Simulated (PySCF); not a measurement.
M06 on Sc+ (scandium, charge +1), [Ar] 3d1 4s1, high-spin 3D determinant. All numbers are calculated (PySCF 2.14, the spin-free X2C one-electron Hamiltonian (Gaussian nucleus), in x2c-QZVPPall with one added diffuse shell each of s, p, d, f, g type (12s8p6d4f3g, 121 functions)).

```
cycle= 15 E= -763.924457384336  delta_E= -2.27e-05  |g|= 0.0157  |ddm|= 0.0246
cycle= 16 E= -763.924480746682  delta_E= -2.34e-05  |g|= 0.00434  |ddm|= 0.0977
cycle= 17 E= -763.924553824109  delta_E= -7.31e-05  |g|= 0.00269  |ddm|= 0.0277
cycle= 18 E= -763.924560581202  delta_E= -6.76e-06  |g|= 0.00549  |ddm|= 0.078
cycle= 19 E= -763.924603766369  delta_E= -4.32e-05  |g|= 0.000894  |ddm|= 0.0223
cycle= 20 E= -763.924604687236  delta_E= -9.21e-07  |g|= 0.000622  |ddm|= 0.00942
cycle= 21 E= -763.9246050868  delta_E= -4e-07  |g|= 0.000282  |ddm|= 0.00269
cycle= 22 E= -763.924605098735  delta_E= -1.19e-08  |g|= 0.000272  |ddm|= 0.000304
cycle= 23 E= -763.924605112116  delta_E= -1.34e-08  |g|= 0.000203  |ddm|= 0.000648
cycle= 24 E= -763.924605113333  delta_E= -1.22e-09  |g|= 0.00057  |ddm|= 0.000495
cycle= 25 E= -763.924605120936  delta_E= -7.6e-09  |g|= 7.54e-05  |ddm|= 0.000439
cycle= 26 E= -763.92460512593  delta_E= -4.99e-09  |g|= 0.0001  |ddm|= 0.000477
cycle= 27 E= -763.924605126303  delta_E= -3.72e-10  |g|= 2.22e-05  |ddm|= 8.02e-05
converged SCF energy = -763.924605126303  <S^2> = 2.0003527  2S+1 = 3.0002351
```

Highest occupied orbital energy: -10.051 eV; ⟨L²⟩ = 8.13; populations by l: s 6.65, p 12.00, d 1.35, f 0.00.

Q: Can this result be used?

A: Not for this state. The calculation finished and met its thresholds. ⟨L²⟩ = 8.13 against 6 for a pure D term, so this real determinant mixes terms. The s, p, d and f populations moved away from the nominal configuration during the SCF.
